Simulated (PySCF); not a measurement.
Species: C2H9Al2FO2.
SMILES with atom numbers: `[CH3:1][O+:2]1[AlH2-:3][O+:4]([CH3:5])[AlH-:6]1[F:7]` (hydrogens: H8, H9, H10 on C1; H11, H12 on Al3; H13, H14, H15 on C5; H16 on Al6)

Level: PBE0/pcSseg-1 and CAM-B3LYP/def2-SVPD in PySCF, non-relativistic, on one gas-phase PBE0-D3(BJ)/def2-SVP geometry that isn't relaxed in the solvent. The solvent is an IEF-PCM continuum (van der Waals radii × 1.2). The model holds no explicit solvent molecules, cavitation or dispersion.

Gas phase at PBE0/pcSseg-1: HOMO -7.91 eV, LUMO -0.24 eV, dipole 1.37 D.

Problem. What does the continuum do to the energy, the frontier levels and the dipole at PBE0/pcSseg-1 in chloroform and tetrahydrofuran?

Solution. 
```json
{"solvent": "chloroform", "ε": "4.711", "E(solvent) − E(gas) (kJ/mol)": "-28.33", "polarisation term (kJ/mol)": "-30.47", "distortion of the solute (kJ/mol)": "2.14", "HOMO (eV)": "-7.93", "LUMO (eV)": "0.03", "dipole (D)": "1.49"}
{"solvent": "tetrahydrofuran", "ε": "7.426", "E(solvent) − E(gas) (kJ/mol)": "-32.27", "polarisation term (kJ/mol)": "-35.05", "distortion of the solute (kJ/mol)": "2.78", "HOMO (eV)": "-7.95", "LUMO (eV)": "0.06", "dipole (D)": "1.50"}
```

The first energy column is the sum of the next two and covers electrostatics alone. From chloroform to tetrahydrofuran the lowering changes by a factor 1.14, Onsager's factor (ε − 1)/(2ε + 1) by 1.14 and ε itself by 1.6.

Problem. Which radius a makes the point-dipole formula ΔE = −[(ε − 1)/(2ε + 1)]·μ²/a³ give the value in tetrahydrofuran, with the gas-phase dipole?

Solution. μ = 0.541 au and |ΔE| = 0.01229 Eh give a = 1.13 Å; the farthest nucleus lies 3.21 Å from the centroid of the nuclei, so such a sphere wouldn't even hold the nuclei. The formula assumes a rigid point dipole at the centre of a sphere.

Problem. Which Hirshfeld charges (PBE0/pcSseg-1) respond most in chloroform (means over atoms taken as equivalent)?

Solution. 
| atoms | environment | gas (e) | solvent (e) | change |
| --- | --- | --- | --- | --- |
| F7 | fluorine bonded to Al | -0.324 | -0.337 | -0.013 |
| Al3 | aluminium bonded to 2 O and 2 H | +0.435 | +0.446 | +0.011 |
| H11 | Al–H hydrogen | -0.181 | -0.192 | -0.011 |
| H12 | Al–H hydrogen | -0.184 | -0.195 | -0.011 |
| H16 | Al–H hydrogen | -0.170 | -0.179 | -0.009 |
| Al6 | aluminium bonded to F, 2 O and H | +0.517 | +0.526 | +0.009 |
| H8 (×6) | methyl hydrogen | +0.058 | +0.061 | +0.003 |
| C1/C5 | O-methyl carbon | -0.012 | -0.010 | +0.002 |
| O2/O4 | oxygen bonded to 2 Al and C | -0.208 | -0.208 | 0.000 |

Problem. Which Mayer bond orders change most in chloroform?

Solution. 
```
   bond  length (Å)    gas  solvent  change
 Al6–F7       1.674  0.858    0.824  -0.034
Al3–H12       1.590  0.884    0.855  -0.029
Al3–H11       1.590  0.879    0.852  -0.027
Al6–H16       1.577  0.884    0.858  -0.026
  C1–O2       1.412  0.842    0.830  -0.012
  O4–C5       1.412  0.842    0.830  -0.012
 O4–Al6       1.841  0.455    0.467  +0.012
 Al6–O2       1.842  0.453    0.465  +0.012
```

Gas phase at CAM-B3LYP/def2-SVPD: HOMO -9.32 eV, LUMO 0.40 eV, dipole 1.40 D.

Problem. What does the continuum do to the energy, the frontier levels and the dipole at CAM-B3LYP/def2-SVPD in chloroform?

Solution. 
```json
{"solvent": "chloroform", "ε": "4.711", "E(solvent) − E(gas) (kJ/mol)": "-28.98", "polarisation term (kJ/mol)": "-31.50", "distortion of the solute (kJ/mol)": "2.52", "HOMO (eV)": "-9.31", "LUMO (eV)": "0.71", "dipole (D)": "1.55"}
```

Problem. How does the static polarisability (CAM-B3LYP/def2-SVPD, frozen core, with the continuum's full static response) change?

Solution. 
| medium | isotropic (au) | principal values (au) | ⟨r²⟩ of the electrons (bohr²) |
| --- | --- | --- | --- |
| gas | 81.1 | 74.6, 81.2, 87.7 | 1177.4 |
| chloroform | 97.3 | 92.4, 97.2, 102.3 | 1177.9 |

The isotropic value in chloroform is 1.20 times the gas-phase one; no cavity-field correction is applied. ⟨r²⟩ is taken about the centre of nuclear charge.
